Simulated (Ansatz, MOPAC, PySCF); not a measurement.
Molecule: SiN3H6 (charge 0, doublet). SMILES: [NH][SiH](N)N
Geometry: optimised at B3LYP-D3(BJ)/def2-TZVP (Ansatz, a first-principles code).

Wanted: enthalpy of formation at 298 K, in kcal/mol. Set-up: dispersion terms only where a functional's name holds one; spin-orbit terms left out; non-relativistic; LANL2DZ with its own core potentials from Na on; frozen cores in correlated levels; open shells spin-unrestricted; six Cartesian d functions in 6-31G* and its kin unless marked 5d; 6-311+G** with 5d, 6d on Na to Ar in Ansatz. Basis-set limits of correlation are two-point, X^-3; Hartree-Fock from the larger set. Ab initio and DFT rows: single points at B3LYP-D3(BJ) geometries (Ansatz), with unscaled harmonic terms from B3LYP/6-31G* (Ansatz) at its own minima, enthalpies of formation by atomisation with measured atoms. Semi-empirical rows: MOPAC heats of formation at their own minima for 298 K.

Coupled cluster (Ansatz) is a level with limits of its own, used here on species with T1 under 0.025 (0.045 for open shells) and stable references: CCSD(T)/CBS(aug-cc-pV(T+d)Z,aug-cc-pV(Q+d)Z).

Value to compare with, CCSD(T)/CBS(aug-cc-pV(T+d)Z,aug-cc-pV(Q+d)Z) (Ansatz): -2.9 kcal/mol.

```csv
level,program,enthalpy of formation at 298 K (kcal/mol),difference
AM1,MOPAC,-19.3,-16.4
HF/6-31G*,Ansatz,289.7,292.6
SVWN5/6-31G*,Ansatz,-92.2,-89.3
B3LYP/LANL2DZ,Ansatz,58.2,61.1
B3LYP/6-31G*,Ansatz,24.3,27.2
M06-2X/6-31G* (5d),PySCF,25.0,27.9
M06-2X/6-311+G**,PySCF,13.2,16.1
r2SCAN-D4/def2-TZVPD,Ansatz + dftd4,2.6,5.5
```

Among the 7 habitual levels, HF/6-31G* lies farthest from CCSD(T)/CBS(aug-cc-pV(T+d)Z,aug-cc-pV(Q+d)Z) (Ansatz) (292.6 kcal/mol); 5 of 7 lie above it, and their mean absolute difference is 75.8 kcal/mol, the median 27.9. One case shows no general order.

The levels are drawn from those run, B3LYP/6-31G* more often than the rest, none by its result; left out are runs that failed, that the program found above a lower state of the same kind, or whose <S^2> lies over 0.5 above the pure value.
